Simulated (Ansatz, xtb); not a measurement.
## Two isomers of C5H9FSe

Structure a: `C[C@@H]1CC[C@@H](F)[Se]1`, a singlet. Structure b: `C[C@@H]1CC[Se][C@H]1F`, a singlet. Both are isolated molecules in the gas phase, relaxed with PBE0-D3(BJ)/def2-SVP, each in the lowest conformer that the search found.

Quicker runs give these differences E(b) − E(a): GFN2-xTB −0.87 kcal/mol; HF/STO-3G −0.83 kcal/mol (at GFN2-xTB geometries); r2SCAN-D4/def2-SVP +0.08 kcal/mol (at GFN2-xTB geometries).

Q: Estimate E(b) − E(a) at the level CCSD(T)/def2-SVP + ΔMP2/def2-TZVPP.

A: Too close to call at this level: CCSD(T)/def2-SVP + ΔMP2/def2-TZVPP gives E(b) − E(a) = +0.03 kcal/mol.

How the difference moves with the method:

```
                             level              geometry  E(b) − E(a) (kcal/mol)  departure from the last row (kcal/mol)  job, with rough time for the two
                          GFN2-xTB              GFN2-xTB                     −0.87                                   −0.90              optimisation, 0.16 s
                         HF/STO-3G              GFN2-xTB                     −0.83                                   −0.86              single point, 0.64 s
                r2SCAN-D4/def2-SVP              GFN2-xTB                     +0.08                                   +0.05               single point, 6.6 s
              PBE0-D3(BJ)/def2-SVP  PBE0-D3(BJ)/def2-SVP                     −0.02                                   −0.05                optimisation, 50 s
                       HF/def2-SVP  PBE0-D3(BJ)/def2-SVP                     +0.43                                   +0.40           part of the CCSD(T) run
                      MP2/def2-SVP  PBE0-D3(BJ)/def2-SVP                     −0.10                                   −0.13           part of the CCSD(T) run
                  CCSD(T)/def2-SVP  PBE0-D3(BJ)/def2-SVP                     −0.10                                   −0.13                      single point
CCSD(T)/def2-SVP + ΔMP2/def2-TZVPP  PBE0-D3(BJ)/def2-SVP                     +0.03                                                     single point, 3.7 min
```

As drawn, both hold the same kinds of bond in the same numbers.

The largest departure from CCSD(T)/def2-SVP + ΔMP2/def2-TZVPP is that of GFN2-xTB, 0.90 kcal/mol. The last row adds to CCSD(T) the change of the MP2 difference between the two basis sets, here +0.13 kcal/mol.

With thermal terms from frequencies at re-optimised GFN2-xTB minima (ideal gas, soft modes damped towards free rotors, one conformer each, 298.15 K, 1 atm): on the last row, ΔE + ΔZPE = +0.03, ΔH = −0.01, ΔG = +0.09 kcal/mol.

The correlated steps freeze 15 core orbitals; the filled d shell of Se is correlated, in a basis made for valence electrons. Programs: Ansatz 0.2.0, xtb 6.7.1; the last row on 4 threads of Arm Neoverse V1 on a shared host.
